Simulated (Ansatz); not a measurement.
Bond stretch in NaN, lowest triplet found (which spin is the ground state isn't settled by this scan).

UKS-PBE = Ansatz (a quantum-chemistry and plane-wave program) with unrestricted PBE/aug-cc-pVDZ; UKS-PBE0 = unrestricted PBE0/aug-cc-pVDZ run with Ansatz; FCI = full CI/aug-cc-pVDZ, frozen core (Ansatz).

Energies relative to the lowest point of each curve between 1.97 and 2.82 Å, where full CI is lowest, in mEh; the last columns give the error against full CI:

| R / Å | UKS-PBE | UKS-PBE0 | FCI | UKS-PBE − FCI | UKS-PBE0 − FCI |
|---|---|---|---|---|---|
| 1.97 | 11.3 | 10.6 | 14.9 | -3.5 | -4.2 |
| 2.08 | 3.7 | 3.2 | 5.7 | -2.0 | -2.4 |
| 2.14 | 1.5 | 1.2 | 2.8 | -1.3 | -1.6 |
| 2.25 | 0.0 | 0.0 | 0.3 | -0.3 | -0.3 |
| 2.34 | 0.4 | 0.6 | 0.0 | 0.4 | 0.6 |
| 2.39 | 1.1 | 1.4 | 0.3 | 0.7 | 1.1 |
| 2.48 | 2.8 | 3.2 | 1.5 | 1.3 | 1.7 |
| 2.54 | 4.2 | 4.7 | 2.7 | 1.6 | 2.1 |
| 2.70 | 8.5 | 9.0 | 6.2 | 2.3 | 2.8 |
| 2.82 | 12.0 | 12.3 | 9.1 | 2.9 | 3.2 |
| 2.97 | 16.2 | 16.1 | 12.4 | 3.8 | 3.7 |
| 3.17 | 21.4 | 20.7 | 16.3 | 5.1 | 4.3 |
| 3.43 | 27.2 | 25.4 | 20.0 | 7.2 | 5.4 |
| 3.79 | 33.5 | 30.2 | 23.2 | 10.3 | 7.1 |
| 4.18 | 38.2 | 33.6 | 24.9 | 13.4 | 8.7 |
| 4.70 | 42.3 | 36.2 | 25.9 | 16.4 | 10.3 |
| 5.24 | 44.9 | 37.5 | 26.3 | 18.5 | 11.2 |
| 5.92 | 46.6 | 38.1 | 26.5 | 20.1 | 11.6 |
| 6.84 | 47.8 | 38.4 | 26.6 | 21.1 | 11.7 |
| 8.03 | 48.4 | 38.4 | 26.7 | 21.7 | 11.7 |

UKS-PBE is furthest from FCI at 8.03 (21.7 mEh, above); its mean absolute error over the points is 7.7 mEh.

UKS-PBE0 is furthest from FCI at 8.03 (11.7 mEh, above); its mean absolute error over the points is 5.3 mEh.

The scan ran from 1.72 to 8.03 Å; beyond the distances shown full CI changes its symmetry label. The unrestricted determinant behind UKS-PBE is spin-contaminated at 2.25 to 8.03 Å (<S²> up to 2.9, against 2.00 for a pure triplet). The unrestricted determinant behind UKS-PBE0 is spin-contaminated at 2.14 to 8.03 Å (<S²> up to 3.0, against 2.00 for a pure triplet). Also computed but left out beside FCI, since their determinant holds another spin at the minimum (<S²> over 0.7 above the pure value): UMP2, UCCSD, UCCSD(T), UCCSDT, UCCSDT(Q), UMP2/6-31G*.
